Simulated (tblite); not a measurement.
Input of a run (GFN2-xTB geometry optimisation, gas phase (tblite 0.8.0)), started from a force field or distance geometry:
```
{"job": {"kind": "relax", "xc": "GFN2-xTB", "basis": "xTB"}, "charge": 0, "multiplicity": 1}
C     -3.124400    -0.709200     0.437700
C     -1.969200    -0.015200    -0.267200
C     -1.872300     1.444200     0.150200
O     -0.764800    -0.694100     0.146600
C      0.299900    -0.612200    -0.684300
O      0.309300    -0.010000    -1.761300
Si     1.913000    -1.479100    -0.163500
O      3.228400    -0.463600     0.014700
Si     3.838700     0.849700    -0.778100
H     -3.022000    -0.673700     1.532100
H     -3.175800    -1.766800     0.158100
H     -4.089500    -0.242600     0.172800
H     -2.108100    -0.109800    -1.331600
H     -1.039800     1.943500    -0.356600
H     -2.804500     1.990600    -0.108500
H     -1.708900     1.548900     1.236000
H      1.727400    -2.183100     1.142800
H      2.284200    -2.550500    -1.134100
H      5.130400     1.228900    -0.159800
H      2.895800     1.988900    -0.629900
H      4.043400     0.532100    -2.204700
```

Output (eV, eV/Å):
```
step      E/eV     max force
  0    -828.58729    1.674
  1    -828.71328    1.569
  2    -828.76323    0.882
  3    -828.78760    0.449
  4    -828.81321    0.370
  5    -828.82989    0.440
  6    -828.85504    0.448
  7    -828.87142    0.252
  8    -828.88279    0.281
  9    -828.89092    0.238
 10    -828.89756    0.196
 11    -828.90243    0.202
 12    -828.90685    0.167
 13    -828.91072    0.146
 14    -828.91333    0.100
 15    -828.91481    0.079
 16    -828.91594    0.092
 17    -828.91713    0.083
 18    -828.91838    0.088
 19    -828.91946    0.077
 20    -828.92037    0.072
 21    -828.92127    0.074
 22    -828.92226    0.076
 23    -828.92318    0.059
 24    -828.92393    0.060
 25    -828.92458    0.070
 26    -828.92522    0.070
 27    -828.92587    0.062
 28    -828.92653    0.061
 29    -828.92728    0.062
 30    -828.92810    0.083
 31    -828.92885    0.076
 32    -828.92938    0.044
 33    -828.92974    0.046
 34    -828.93009    0.047
 35    -828.93051    0.052
 36    -828.93104    0.058
 37    -828.93165    0.052
 38    -828.93223    0.061
 39    -828.93269    0.048
 40    -828.93303    0.039
 41    -828.93335    0.036
 42    -828.93364    0.036
 43    -828.93390    0.037
 44    -828.93411    0.040
 45    -828.93430    0.036
 46    -828.93448    0.034
 47    -828.93465    0.031
 48    -828.93478    0.021
 49    -828.93485    0.016
 50    -828.93490    0.016
 51    -828.93495    0.016
 52    -828.93501    0.017
 53    -828.93506    0.018
 54    -828.93513    0.018
 55    -828.93520    0.027
 56    -828.93528    0.026
 57    -828.93536    0.020
 58    -828.93544    0.022
 59    -828.93552    0.027
 60    -828.93564    0.035
 61    -828.93578    0.038
 62    -828.93592    0.027
 63    -828.93600    0.018
 64    -828.93605    0.018
 65    -828.93610    0.017
 66    -828.93617    0.020
 67    -828.93625    0.015
 68    -828.93631    0.017
 69    -828.93635    0.017
 70    -828.93639    0.014
 71    -828.93643    0.014
 72    -828.93647    0.015
 73    -828.93651    0.014
 74    -828.93654    0.016
 75    -828.93658    0.017
 76    -828.93661    0.014
 77    -828.93664    0.014
 78    -828.93666    0.012
 79    -828.93669    0.012
 80    -828.93673    0.015
 81    -828.93678    0.017
 82    -828.93684    0.020
 83    -828.93690    0.019
 84    -828.93696    0.021
 85    -828.93707    0.027
 86    -828.93725    0.039
 87    -828.93755    0.053
 88    -828.93793    0.059
 89    -828.93833    0.052
 90    -828.93885    0.045
 91    -828.93945    0.054
 92    -828.94009    0.052
 93    -828.94079    0.050
 94    -828.94150    0.060
 95    -828.94218    0.051
 96    -828.94264    0.075
 97    -828.94240    0.119
 98    -828.94333    0.042
 99    -828.94361    0.074
100    -828.94446    0.056
101    -828.94489    0.059
102    -828.94534    0.040
103    -828.94557    0.026
104    -828.94573    0.028
105    -828.94587    0.034
106    -828.94608    0.043
107    -828.94632    0.040
108    -828.94654    0.033
109    -828.94670    0.033
110    -828.94679    0.062
111    -828.94689    0.023
112    -828.94703    0.033
113    -828.94709    0.035
114    -828.94716    0.020
115    -828.94722    0.021
116    -828.94729    0.021
117    -828.94736    0.023
118    -828.94743    0.024
119    -828.94753    0.025
120    -828.94764    0.024
121    -828.94775    0.025
122    -828.94788    0.035
123    -828.94804    0.047
124    -828.94831    0.052
125    -828.94873    0.046
126    -828.94929    0.049
127    -828.94981    0.039
128    -828.95015    0.039
129    -828.95023    0.047
130    -828.95047    0.033
131    -828.95061    0.034
132    -828.95094    0.028
133    -828.95108    0.041
134    -828.95122    0.021
135    -828.95133    0.026
136    -828.95140    0.032
137    -828.95151    0.032
138    -828.95159    0.022
139    -828.95164    0.014
140    -828.95169    0.016
141    -828.95175    0.017
142    -828.95182    0.020
143    -828.95190    0.018
144    -828.95196    0.023
145    -828.95203    0.030
146    -828.95210    0.040
147    -828.95222    0.041
148    -828.95237    0.045
149    -828.95258    0.041
150    -828.95273    0.023
151    -828.95286    0.032
152    -828.95295    0.037
153    -828.95316    0.036
154    -828.95334    0.024
155    -828.95351    0.033
156    -828.95367    0.037
157    -828.95382    0.033
158    -828.95406    0.047
159    -828.95425    0.030
160    -828.95449    0.043
161    -828.95464    0.050
162    -828.95487    0.043
163    -828.95506    0.034
164    -828.95539    0.027
165    -828.95558    0.037
166    -828.95602    0.051
167    -828.95640    0.047
168    -828.95692    0.058
169    -828.95732    0.075
170    -828.95771    0.060
171    -828.95816    0.048
172    -828.95853    0.038
173    -828.95874    0.032
174    -828.95892    0.028
175    -828.95907    0.025
176    -828.95921    0.029
177    -828.95934    0.030
178    -828.95947    0.033
179    -828.95964    0.028
180    -828.95983    0.028
181    -828.96005    0.029
182    -828.96024    0.027
183    -828.96040    0.027
184    -828.96055    0.032
185    -828.96075    0.036
186    -828.96099    0.049
187    -828.96127    0.039
188    -828.96146    0.026
189    -828.96159    0.034
190    -828.96167    0.028
191    -828.96175    0.020
192    -828.96181    0.014
193    -828.96187    0.013
194    -828.96191    0.015
195    -828.96196    0.018
196    -828.96204    0.018
197    -828.96214    0.024
198    -828.96224    0.026
199    -828.96233    0.021
200    -828.96240    0.020
201    -828.96247    0.021
202    -828.96255    0.017
203    -828.96261    0.018
204    -828.96265    0.014
205    -828.96270    0.017
206    -828.96276    0.025
207    -828.96282    0.028
208    -828.96288    0.025
209    -828.96293    0.015
210    -828.96299    0.018
211    -828.96307    0.020
212    -828.96314    0.018
213    -828.96320    0.018
214    -828.96326    0.017
215    -828.96334    0.021
216    -828.96342    0.031
217    -828.96352    0.031
218    -828.96361    0.021
219    -828.96367    0.017
220    -828.96371    0.012
221    -828.96373    0.010
222    -828.96374    0.008
```

**Question.** Summarise the run.

**Answer.** The energy falls by 8.7 kcal/mol over 222 L-BFGS steps, the largest force on an atom goes from 1.67 to 0.008 eV/Å, and the atoms move by 0.818 Å rms after alignment. The bond that changes most is Si7–O8 (oxygen-bound silicon to siloxane oxygen), which shortens by 0.063 Å. Bonds longer at the end by more than 0.005 Å: 2 of 20; shorter: 15. Among the angles that change most is Si7–O8–Si9, from 136.3° to 151.2°. Among the dihedrals that turn most is O4–C5–Si7–H17, from 1° to -62°. The energy rose by more than 1e-5 eV at step 97. The first step brought 33 % of the lowering.

**Question.** What are the final bond lengths?

**Answer.** C1–C2 1.521 Å, C2–C3 1.525 Å, C2–O4 1.443 Å, O4–C5 1.332 Å, C5=O6 1.210 Å, C5–Si7 1.917 Å, Si7–O8 1.609 Å, O8–Si9 1.636 Å, C1–H10 1.087 Å, C1–H11 1.087 Å, C1–H12 1.086 Å, C2–H13 1.098 Å, C3–H14 1.087 Å, C3–H15 1.087 Å, C3–H16 1.088 Å, Si7–H17 1.459 Å, Si7–H18 1.460 Å, Si9–H19 1.462 Å, Si9–H20 1.457 Å, Si9–H21 1.460 Å. Numbering counts from 1 in the input's order; the species is `CC(C)OC(=O)[SiH2]O[SiH3]`.

Its lowest GFN2-xTB frequency is 18i cm⁻¹, too small to tell a flat minimum from a shallow saddle. One conformer, not necessarily the lowest.

The numbers are calculated, not measured.
